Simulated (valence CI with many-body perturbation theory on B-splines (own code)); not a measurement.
Values are calculated unless marked as measured or tabulated.
## Hyperfine factors and g values of Tc22+

Method: valence CI with perturbative core correlation (CI+MBPT): three valence electrons over a frozen Dirac-Fock core [Ar], a basis of 9 s, 9 p, 10 d, 8 f, 5 g, 3 h, 1 i functions for each j, with the one-electron correlation potential Σ1 (screened to all orders), the two-electron term Σ2, the three-electron term Σ3, Breit, model QED; selected single and double excitations, second order for the rest (own B-spline code, finite nucleus).

No measured levels were compared; by estimate terms of the open shell hold to 2 to 4 % of their energy, and close levels can change places. Only levels of the ground parity were solved; by the run's estimate the other parity begins above the list, which can be wrong where configurations are misplaced.

A/g_I is the dipole constant over the nuclear g factor μ/I (μ in nuclear magnetons, uniformly magnetised nucleus), B/Q the quadrupole constant per barn. Both hold the static response of the core; the bare values leave it out. Large factors of s and p1/2 electrons are usually good to 5 to 10 %; those of open d and f shells near neutrality can be off by tens of per cent, and small factors of p3/2, d and f electrons come from cancelling terms and can be off by a factor of two or in sign, in half-filled shells by more. B is blank for J = 1/2, where it vanishes, and for nearly pure S terms. Energies count from the lowest level.

Names give the largest LS component (configuration and term), which can be under half, so a name can repeat, a term be missing and a line seem to break the LS rules; names also repeat where a configuration has a term twice. Letters in brackets count levels of one name in rising energy.

```csv
Level,E (cm⁻¹),g,A/g_I (MHz),A/g_I bare,B/Q (MHz/b),B/Q bare
3d3 4F_3/2,0.0,0.454,13000,12700,-3740,-3840
3d3 4F_5/2,19975,1.032,7430,7470,-2980,-3060
3d3 4F_7/2,37635,1.208,6300,6440,-2900,-2980
3d3 4F_9/2,51234,1.262,6570,6740,-2090,-2150
3d3 4P_3/2,62351,1.431,6140,6410,-5000,-5120
3d3 4P_1/2,70173,2.195,-7060,-6260,,
3d3 2G_7/2,88241,0.921,8370,8350,4170,4280
3d3 2H_9/2,92126,1.044,7520,7570,9290,9530
3d3 4P_5/2,96637,1.562,1960,2340,7010,7180
3d3 2D_3/2 [a],108760,1.170,7080,7200,-7500,-7700
3d3 2P_1/2,116210,1.136,-539,-380,,
3d3 2H_11/2,125810,1.088,7270,7340,16300,16700
3d3 2D_5/2 [a],134110,1.211,6430,6580,-4280,-4400
3d3 2G_9/2,138540,1.039,6190,6250,6640,6810
3d3 2P_3/2,155630,1.196,5970,6110,1090,1110
3d3 2F_7/2,168470,1.133,7200,7300,4400,4520
3d3 2F_5/2,169040,0.893,6690,6670,9810,10100
3d3 2D_5/2 [b],252430,1.175,5560,5690,7710,7910
3d3 2D_3/2 [b],252560,0.800,11600,11500,9660,9910
```

Take the isotope of mass number 99, with I = 9/2, μ = 5.678 μN and Q = -0.129 b. What is the hyperfine structure of 3d3 2H_9/2?

From the table A = 9480 MHz, B = -1200 MHz. Shifts from the centre of gravity in MHz: F = 0: -235000, F = 1: -226000, F = 2: -207000, F = 3: -178000, F = 4: -140000, F = 5: -92300, F = 6: -35300, F = 7: 31100, F = 8: 107000, F = 9: 192000.
